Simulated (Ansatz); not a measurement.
```yaml
crystal:
  periodic: [false, false, false]
  atoms:
    - {symbol: C, position_ang: [-0.739509, -0.306811, 1.335981]}
    - {symbol: N, position_ang: [0.047079, 0.241019, 0.436098]}
    - {symbol: C, position_ang: [1.000532, -1.348405, -0.269526]}
    - {symbol: Ge, position_ang: [0.071942, 1.334806, -1.131217]}
    - {symbol: F, position_ang: [1.228897, 1.451720, -1.827846]}
    - {symbol: F, position_ang: [-0.729056, 2.761836, -0.337984]}
    - {symbol: F, position_ang: [-1.175545, 0.940533, -2.072140]}
    - {symbol: H, position_ang: [-1.689711, -1.261340, 0.944543]}
    - {symbol: H, position_ang: [-0.181110, -0.741084, 2.059920]}
    - {symbol: H, position_ang: [-1.103550, 0.443223, 1.525791]}
    - {symbol: H, position_ang: [1.428378, -1.527529, 0.481634]}
    - {symbol: H, position_ang: [1.841418, -1.211753, -0.996455]}
    - {symbol: H, position_ang: [0.330054, -1.964524, -0.522155]}
basis:
  gaussian: {orbitals: cc-pVTZ}
magnetization: {spin_polarized: true, initial_magnetization: 0}
hamiltonian: {xc: {name: rPW86-PBE}, pseudopotentials: {relativity: scalar}}
accuracy: high
output: {forces: true}
```

```sh
$ ansatz run in.yaml --threads 2 --pin off --events-out ev --progress --plain --max-ram 32768MiB --backend cuda --devices 0, --max-vram 18GiB
```

It prints (some lines left out):

```
Functional definition: rPW86-PBE
5393 factors; integrals over basis functions are off by at most 2.4e-8 eV
mean field evaluation 1: about -68822.7666 eV, gradient 7.9e1 eV
mean field evaluation 2: about -68763.7943 eV, gradient 1.4e2 eV
mean field evaluation 4: about -68843.5812 eV, gradient 2.2e1 eV
mean field evaluation 8: about -68845.6872 eV, gradient 3.4e-1 eV
mean field evaluation 16: about -68845.6789 eV, gradient 6.2e-4 eV
mean field -68845.67894861 eV, -2530.0320360841 hartree, gradient 7.4e-9 eV, S^2 0.000000; 0 other end points of the search recorded, 0 dependent functions left out
reference -68845.67896482 eV, -2530.0320366798 hartree; 42, 42 occupied and 265, 265 virtual orbitals, 5393 factors
Total energy: -68845.67896482 eV, -2530.0320366798 hartree
Relativity: scalar
Atom 0 at    -0.739509    -0.306811     1.335981 Å, force     0.749291   -14.146256    -4.741226 eV/Å
Atom 1 at     0.047079     0.241019     0.436098 Å, force     6.934559    -1.016518    -7.594650 eV/Å
Atom 2 at     1.000532    -1.348405    -0.269526 Å, force    -0.311863     8.929893    -7.940680 eV/Å
Atom 3 at     0.071942     1.334806    -1.131217 Å, force   -26.592458    -2.329052    22.684469 eV/Å
Atom 4 at     1.228897     1.451720    -1.827846 Å, force    27.740250     3.082286   -16.255047 eV/Å
Atom 5 at    -0.729056     2.761836    -0.337984 Å, force     1.185803    -0.300854    -0.730382 eV/Å
Atom 6 at    -1.175545     0.940533    -2.072140 Å, force    -3.663530    -1.451806    -3.653109 eV/Å
Atom 7 at    -1.689711    -1.261340     0.944543 Å, force     2.090220     2.354106     0.932841 eV/Å
Atom 8 at    -0.181110    -0.741084     2.059920 Å, force     1.305220    -1.595523     2.693405 eV/Å
Atom 9 at    -1.103550     0.443223     1.525791 Å, force    -8.691722    13.148116     5.569383 eV/Å
Atom 10 at     1.428378    -1.527529     0.481634 Å, force     5.677462    -2.687756    11.222368 eV/Å
Atom 11 at     1.841418    -1.211753    -0.996455 Å, force    -1.050687     0.413313    -0.079291 eV/Å
Atom 12 at     0.330054    -1.964524    -0.522155 Å, force    -5.372544    -4.399948    -2.108081 eV/Å
Dipole moment:     0.585171    -0.369415    -0.097315 e Å
```

Hardware: 2 threads of an AMD EPYC 7R13 on a shared host and a share of an NVIDIA H100 80 GB. Wall time 20 s, peak host memory 1.7 GiB.
